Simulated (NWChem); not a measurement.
Molecule: HSeBr; SMILES [SeH]Br

```xyz
3

Se     0.0328    -1.1486     0.0000
H     -1.4337    -1.2685     0.0000
Br     0.0182     1.1648     0.0000
```
Atoms are numbered in this order, from 1.

All runs: NWChem. Pople sets run with spherical d functions. Structure relaxed at the PBE0-D3(BJ)/def2-TZVP level. Vzz is the largest principal value of the second derivative of the potential at the nucleus (NWChem prints the opposite sign); η is the asymmetry. Non-relativistic.

For level PBE/def2-TZVP:

- Vzz Se1 (a.u.): -7.194
- Vzz Br3 (a.u.): 8.235

What are these values for level PBE/6-31G*?


* **Vzz Se1 (a.u.)**: -6.828
* **Vzz Br3 (a.u.)**: 7.777
